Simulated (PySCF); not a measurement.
Isomers of C2H4Si. Gas-phase values, no solvent. Strings in code marks are SMILES.

The HOMO–LUMO gap from two functionals at the same geometries (B3LYP-D3(BJ)/def2-TZVP), both in PySCF: PBE-D3(BJ)/def2-TZVP and B3LYP-D3(BJ)/def2-TZVP. B3LYP has the VWN-RPA correlation part, as in Gaussian. 

| species | B3LYP-D3(BJ)/def2-TZVP (eV) |
|---|---|
| `C=C=[SiH2]` | 4.80 |
| `C1=C[SiH2]1` | 6.80 |
| `C#C[SiH3]` | 7.78 |

Task: What does PBE-D3(BJ)/def2-TZVP give for each?

Result: 
- `C=C=[SiH2]`: 3.43
- `C1=C[SiH2]1`: 4.98
- `C#C[SiH3]`: 6.07
Over these rows, drawn at random from the members with no instability flagged (it was tested for open shells, ions and some series alone), PBE minus B3LYP-D3(BJ): mean -1.64 eV, from -1.82 eV to -1.37 eV.
